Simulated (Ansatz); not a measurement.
Computed with Ansatz on PBE0-D4/def2-TZVP structures; ΔE is electronic, products minus reactants. CBS: MP2 limit from def2 TZ/QZ plus the TZ coupled-cluster correction, frozen cores. Functionals use def2-TZVPP.

Reaction (isomerisation): `[SiH3]C1=CC1` → `C=C1C[SiH2]1`

`[SiH3]C1=CC1`:

```xyz
10

Si   -0.313    1.072   -1.242
C    -0.037   -0.227    0.021
C    -0.102   -1.452    0.440
C     0.497   -0.518    1.417
H    -0.949    0.494   -2.453
H    -1.191    2.129   -0.676
H     0.990    1.686   -1.609
H    -0.390   -2.471    0.239
H    -0.080   -0.192    2.282
H     1.575   -0.521    1.581
```

`C=C1C[SiH2]1`:

```xyz
10

C     0.617    0.516    1.578
C     0.101    0.119    0.429
C     0.570   -0.018   -0.997
Si   -1.198   -0.521   -0.668
H     1.645    0.863    1.654
H     0.032    0.513    2.492
H     1.315   -0.787   -1.195
H     0.770    0.906   -1.538
H    -2.299    0.363   -1.112
H    -1.553   -1.957   -0.643
```

CCSD(T)/CBS gives -0.43 eV.

**Question.** Another level gave -0.40 eV. Which?
A. BHLYP/def2-TZVPP
B. HF/def2-TZVPP
C. SCS-MP2/def2-TZVPP
D. revPBE/def2-TZVPP

**Answer.** A. BHLYP -0.40, revPBE -0.47, SCS-MP2/def2-TZVPP -0.34, HF/def2-TZVPP -0.26 eV.

**Question.** What do rigid-rotor, harmonic-oscillator terms from PBE0-D4/def2-TZVP frequencies (298.15 K, 1 bar) make of the CCSD(T)/CBS value? (An estimate is asked.)

**Answer.** Ansatz gave: ΔZPE = +0.05 eV, ΔH = -0.39 eV, ΔS = -11 J/(mol·K), ΔG = -0.36 eV.

Largest T1 diagnostic among the species: 0.012.

In def2-TZVPP, CCSD(T) changes the Hartree–Fock value by −0.17 eV (the triples alone add −0.02 eV) and MP2 by −0.12 eV. From PBE to PBE0 (25 % exact exchange), in def2-TZVPP and without D4, ΔE moves by +0.04 eV.
